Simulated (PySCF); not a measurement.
p-xylene, SMILES Cc1ccc(C)cc1 (C8H10) (GFN2-xTB optimised geometry):

```
18

C     -1.490    -2.489     0.022
C     -0.721    -1.202     0.000
C      0.668    -1.202     0.000
C      1.378    -0.016    -0.001
C      0.721     1.208    -0.002
C      1.489     2.494     0.017
C     -0.668     1.208    -0.001
C     -1.378     0.021     0.000
H     -0.931    -3.284    -0.465
H     -1.680    -2.793     1.052
H     -2.450    -2.375    -0.477
H      1.201    -2.143    -0.002
H      2.459    -0.040    -0.004
H      0.937     3.284    -0.486
H      1.664     2.809     1.047
H      2.457     2.376    -0.466
H     -1.201     2.149    -0.004
H     -2.459     0.045    -0.002
```

Method: PBE0/def2-SVP in PySCF.

Problem. What are the frontier orbital energies and the dipole moment?

Solution. HOMO-2 -9.32 eV, HOMO-1 -7.12 eV, HOMO -6.60 eV, LUMO 0.08 eV, LUMO+1 0.21 eV; dipole moment 0.12 D.

On the same geometry PBE/def2-SVP (PySCF) gives HOMO-2 -7.81 eV, HOMO-1 -6.07 eV, HOMO -5.59 eV, LUMO -0.82 eV, LUMO+1 -0.69 eV; dipole moment 0.13 D.

Meta-Löwdin charges at PBE0/def2-SVP: C1 -0.31, C2 0.02, C3 -0.12, C4 -0.12, C5 0.02, C6 -0.31, C7 -0.12, C8 -0.12, H9 0.11, H10 0.11, H11 0.11, H12 0.10, H13 0.10, H14 0.11, H15 0.11, H16 0.11, H17 0.10, H18 0.10.
